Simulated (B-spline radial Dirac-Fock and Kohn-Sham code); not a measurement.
The K (1s) hole of thulium ions: width and yield against charge

These are calculated numbers from a B-spline atomic structure program; the model is independent-particle rates on relativistic LDA orbitals of the hole state (multipoles up to L = 3, Coulomb Auger matrix elements, transition energies from Dirac-Fock). Tabulated ground configurations, configuration averages; single configurations, so decays that open only by mixing (as 1s 2s² with 1s 2p² in Be-like ions) are missing and such tiny yields are far too low.

| ion | configuration | radiative (eV) | non-radiative (eV) | yield |
| --- | --- | --- | --- | --- |
| Tm | [Xe] 4f13 6s2 | 27.9 | 1.47 | 0.950 |
| Tm⁺ | [Xe] 4f13 6s1 | 27.9 | 1.47 | 0.950 |
| Tm²⁺ | [Xe] 4f13 | 27.9 | 1.47 | 0.950 |
| Tm³⁺ | [Xe] 4f12 | 27.9 | 1.47 | 0.950 |
| Tm⁴⁺ | [Xe] 4f11 | 27.9 | 1.48 | 0.950 |
| Tm⁵⁺ | [Kr] 4d10 4f11 5s2 5p5 | 27.9 | 1.47 | 0.950 |
| Tm⁶⁺ | [Kr] 4d10 4f11 5s2 5p4 | 27.9 | 1.47 | 0.950 |
| Tm⁷⁺ | [Kr] 4d10 4f11 5s2 5p3 | 27.8 | 1.47 | 0.950 |
